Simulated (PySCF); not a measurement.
# Potential energy of GeBr along the bond

Set-up: basis Ge def2-TZVPP, Br def2-TZVPP; no relativity; PySCF 2.14. Energies in eV from Ge + Br in their ground configurations at the same level. State: ²Π (doublet), unpaired electrons π ↑.

```json
{"R (Å)": "2.006", "ωB97M-V": "-2.605"}
{"R (Å)": "2.099", "ωB97M-V": "-3.182"}
{"R (Å)": "2.192", "ωB97M-V": "-3.492"}
{"R (Å)": "2.262", "ωB97M-V": "-3.598"}
{"R (Å)": "2.332", "ωB97M-V": "-3.625"}
{"R (Å)": "2.402", "ωB97M-V": "-3.593"}
{"R (Å)": "2.495", "ωB97M-V": "-3.483"}
{"R (Å)": "2.612", "ωB97M-V": "-3.273"}
{"R (Å)": "2.752", "ωB97M-V": "-2.961"}
{"R (Å)": "2.938", "ωB97M-V": "-2.504"}
```

Question: Put a parabola through the three lowest points of the ωB97M-V curve and estimate Re, k and ωe (reduced mass 38.17 u; 1 eV/Å² = 0.16022 mdyn/Å; ωe = 1302.8·√(k/μ) cm⁻¹).

Answer: Through R = 2.262, 2.332, 2.402 Å the second-order coefficient is 6.02 eV/Å², so Re ≈ 2.329 Å, k ≈ 1.93 mdyn/Å and ωe ≈ 293 cm⁻¹. A polynomial fit of higher order to the unrounded ωB97M-V energies gives Re = 2.326 Å, k = 1.99 mdyn/Å, ωe = 298 cm⁻¹; anharmonicity and rounding make the difference.

The higher-order fit for each curve: ωB97M-V: Re = 2.326 Å, ωe = 298 cm⁻¹, De = 3.63 eV.

Spin–orbit coupling is left out. The state is the lowest determinant that a PBE0 search found; another state may lie lower at other levels.
